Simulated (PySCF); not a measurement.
**Ti³⁺ (titanium, charge +3) across methods**

[Ar] 3d1, 2D determinant. Calculation: PySCF 2.14, in aug-cc-pwCVTZ-DK; scalar relativity by spin-free X2C-1e.

```tsv
method	E (hartree)	mean ε 3p α (eV)	mean ε 3p β (eV)	mean ε 3d α (eV)	Σ⟨r²⟩ (bohr²)	⟨S²⟩
PBEsol	-850.731	-71.234	-70.232	-35.357	12.96	0.750
M06-L	-851.914	-72.296	-71.199	-35.352	12.85	0.751
LDA	-849.815	-71.367	-70.387	-35.405	12.97	0.750
PBE	-851.703	-71.320	-70.325	-35.517	12.95	0.750
PBE0	-851.749	-74.369	-73.054	-37.701	12.92	0.751
B97-3	-851.851	-74.491	-73.196	-37.733	12.90	0.751
r2SCAN	-851.902	-72.336	-71.149	-35.885	12.90	0.751
```

**Question.** Estimate the same row for UHF.

**Answer.** E (hartree) = -851.09109; mean ε 3p α (eV) = -82.272; mean ε 3p β (eV) = -79.828; mean ε 3d α (eV) = -43.438; Σ⟨r²⟩ (bohr²) = 12.92; ⟨S²⟩ = 0.752.
